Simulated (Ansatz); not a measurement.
Computed with Ansatz.

A structure relaxed at PBE0-D4/def2-TZVP, charge 0, multiplicity 1:

```xyz
9

C     1.4823    0.3634    0.6025
C     0.2815    0.8411    0.3066
Sn   -1.2510   -0.3631   -0.5217
Br   -0.2520   -2.6313   -0.7480
H     1.7471   -0.6768    0.4355
H     2.2565    0.9977    1.0270
H     0.0579    1.8898    0.4898
H    -2.6055   -0.5356    0.4988
H    -1.7168    0.1148   -2.0905
```

Task: Give its formula and SMILES.

Result: C2H5BrSn, `C=[CH][SnH2][Br]`.

Task: Point group (tolerance 0.08 Å, 0.16 Å for H)?

Result: Cs.

Task: Summarise the bond lengths by kind.

Result: 1 × C–C 1.326 Å; 3 × C–H 1.086 to 1.088 Å; 1 × C–Sn 2.118 Å; 1 × Br–Sn 2.489 Å; 2 × H–Sn 1.705 Å.
